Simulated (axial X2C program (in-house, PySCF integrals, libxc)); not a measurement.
# Which molecule has these constants?

All values come from calculations with an in-house all-electron X2C program for linear molecules (integrals from PySCF), spin-free (one-electron X2C) or two-component (2c: spin–orbit coupling with atomic mean-field Coulomb and Gaunt terms, which also bring small scalar terms), in Dyall basis sets with cores contracted in-house; open shells are unrestricted.

A two-component PBE0 calculation in a Dyall 3-zeta basis gave Re = 2.170 Å, ωe = 435.6 cm⁻¹, De = 1.94 eV, Ω = 3.

Question: Which molecule is it?
A. LiCr⁺
B. CrB⁺
C. CrF⁺
D. CrC⁺
E. CrO⁺

Answer: B. The others have CrF⁺ 1.711 Å and 800.6 cm⁻¹ (Ω = 2); LiCr⁺ 2.907 Å and 216.3 cm⁻¹ (Ω = 3); CrC⁺ 1.642 Å and 684.6 cm⁻¹ (Ω = 3/2); CrO⁺ 1.580 Å and 764.3 cm⁻¹ (Ω = 3/2).

Each entry is the lowest single determinant of a limited PBE0 search at one distance. De goes to single-determinant-based atoms at the same level (for ions the charge split of lowest energy) and is withheld (n/a) where an atom does not fit its ground term or J level. Main or longest-lived isotopes. One determinant is a doubtful description, or other states lie close, for CrB⁺, CrF⁺, LiCr⁺, CrC⁺, CrO⁺; these need not be ground states, and all values refer to the states named. Some open-shell Ω = 0 determinants are out of reach, so the Ω given for CrB⁺, CrF⁺, LiCr⁺ need not be the lowest component. With several unpaired electrons the Ω given is that of one determinant, not necessarily of the lowest component. Some light 2c atoms are not at their ground J level, so De misses part of their lowering (0.04 eV or less). The functionals have no current term, which raises determinants with orbital currents.
